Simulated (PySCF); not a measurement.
Adding and removing an electron: TlSn

PW91; Tl def2-SVP with ECP60, Sn def2-SVP with ECP28; scalar-relativistic core potentials (PySCF 2.14). Neutral (UKS): quartet (σ ↑, π ↑↑), Re = 2.940 Å, ωe = 119 cm⁻¹, De = 2.12 eV, HOMO -4.21 eV, LUMO -3.26 eV.

TlSn⁺ (UKS): triplet (σ ↑, π ↑), Re = 3.374 Å, ωe = 68.4 cm⁻¹. The energies at the minima are -387.00934 hartree for TlSn and -386.76718 for TlSn⁺.

Work out the adiabatic ionisation energy, without and with harmonic zero-point energies (1 hartree = 27.2114 eV, 1 eV = 8065.5 cm⁻¹), and the change of the bond length.

At PW91: 0.24216 hartree = 6.590 eV between the minima; the zero-point term (68.4 − 119.0)/2 cm⁻¹ = -0.003 eV makes it 6.586 eV. Re changes by +43.4 pm against the neutral. The electron leaves a π orbital, and the ion is left as a loose complex of an ion and an atom.

Spin–orbit coupling is left out, which matters for elements this heavy, above all for dissociation energies. States were picked by a PBE0 search and need not be the measured ground states.
